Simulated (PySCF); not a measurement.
Correlation energy of Ar²⁺ (argon, charge +2)

[Ne] 3s2 3p4, high-spin 3P determinant. Calculation: PySCF 2.14, in x2c-SVPall (4s3p1d, 18 functions); the spin-free X2C one-electron Hamiltonian (Gaussian nucleus). Frozen: [Ne]; 6 electrons correlated.

MP2 pair energies summed by pair of shells (mhartree):

```tsv
pair	energy	share (%)
3p-3p	-45.08	50.0
3s-3p	-38.27	42.4
3s-3s	-6.87	7.6
```

Total MP2 correlation energy: -90.23 mhartree.

Same-spin part -22.14 and opposite-spin part -68.08 mhartree; SCS-MP2 scales them by 1/3 and 6/5 to -89.08 mhartree.

```
  level  correlation energy (mhartree)
   CCSD                        -109.00
    (T)                          -0.91
CCSD(T)                        -109.91
```

Diagnostics: T1 = 0.0053, D1 = 0.0182, largest double amplitude 0.050.

Cost of the coupled-cluster step: 0.09 s of wall time on 1 thread of Neoverse-V1 (shared host), for 6 correlated electrons.
